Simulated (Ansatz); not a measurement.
Relaxation of F₃H₃O₃W (10 atoms, charge 0, multiplicity 1), to a largest force component of 0.02 eV/Å in at most 40 steps.

Level of theory: RHF/def2-SVP (Ansatz).

```xyz
10
Properties=species:S:1:pos:R:3
W 0.000 0.000 0.000
O 0.000 0.000 1.940
H -0.909 -0.281 2.277
F 1.850 0.000 0.000
F 0.000 1.850 0.000
O -1.940 0.000 0.000
H -2.277 -0.126 0.944
O 0.000 -1.940 0.000
H 0.382 -2.277 0.872
F 0.000 0.000 -1.850
```

Question: Where does it end, and by what steps?

Answer: It converged. After 11 steps the energy has fallen by 1.631 eV; H7 moved furthest, 1.43 Å.

```csv
step,energy less start (eV),largest force component (eV/Å),accepted
0,0.0000,3.479,yes
1,-0.8341,2.230,yes
2,-1.1393,0.875,yes
3,-1.2741,0.429,yes
4,-1.3677,0.243,yes
5,-1.4345,0.321,yes
6,-1.4849,0.391,yes
7,-1.5395,0.264,yes
8,-1.5833,0.310,yes
9,-1.6160,0.117,yes
10,-1.6299,0.026,yes
11,-1.6307,0.012,yes
```

```xyz
10
Properties=species:S:1:pos:R:3
W -0.173 -0.147 0.293
O -0.087 -0.073 2.129
H -0.001 0.599 2.790
F 1.683 -0.130 0.060
F -0.025 1.717 0.355
O -2.010 -0.150 0.229
H -2.687 -0.084 -0.430
O -0.024 -1.979 0.211
H 0.676 -2.609 0.108
F -0.247 0.081 -1.562
```

Whether the end is a true minimum wasn't checked by a vibrational analysis.

The run took 28 s on 2 threads of Arm Neoverse V2 (shared host), peak memory 0.32 GiB.
